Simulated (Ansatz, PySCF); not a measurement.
Lewis adduct: BH3 (SMILES B) (first 4 atoms) with AsH3 (SMILES [AsH3]); geometry from B3LYP-D3(BJ)/def2-TZVP, rigid monomers moved along the line of their centres of mass till B1···As5 is 2.40 Å.
(charge 0, multiplicity 1):
| atom | x (Å) | y (Å) | z (Å) |
|---|---|---|---|
| B | -0.0052 | -0.0598 | 0.6296 |
| H | -0.8662 | 0.7776 | 0.5787 |
| H | -0.3529 | -1.1824 | 0.3770 |
| H | 1.0665 | 0.2658 | 0.1928 |
| As | 0.4320 | -0.1893 | 2.9904 |
| H | -0.6901 | -0.5792 | 3.9222 |
| H | 0.9047 | 1.0469 | 3.7169 |
| H | 1.4803 | -1.1545 | 3.4890 |

Interaction energies are E(AB) − E(A) − E(B) at the monomers' geometry in the complex; basis-set methods are counterpoise corrected.

Cores are frozen in the correlated methods. Filled d and f shells under p-block atoms count as core. CBS(a, b) extrapolates the correlation energy as X⁻³ and adds the Hartree–Fock energy of set b.

Run with Ansatz (Gaussian basis) for Hartree–Fock, density functionals and correlated methods; PySCF for the dispersion terms. Values without a source in brackets are computed.

PBE/def2-TZVPPD gives -1145.5 meV for the interaction energy.

Q: How do the other levels lie against it? Give each less PBE: PBE-D3(BJ)/def2-TZVPPD, r2SCAN/def2-TZVPPD, PBE0/def2-TZVPPD, wB97M-V/def2-TZVPPD, MP2/CBS(aug-cc-pVDZ, aug-cc-pVTZ), CCSD(T)/CBS(aug-cc-pVDZ, aug-cc-pVTZ).

A: PBE-D3(BJ)/def2-TZVPPD -58.4; r2SCAN/def2-TZVPPD 40.7; PBE0/def2-TZVPPD 42.1; wB97M-V/def2-TZVPPD 145.7; MP2/CBS(aug-cc-pVDZ, aug-cc-pVTZ) 121.9; CCSD(T)/CBS(aug-cc-pVDZ, aug-cc-pVTZ) 161.8 meV. 5 of 6 lie above PBE; the widest gap is to CCSD(T)/CBS(aug-cc-pVDZ, aug-cc-pVTZ).

Ansatz is an electronic-structure program.
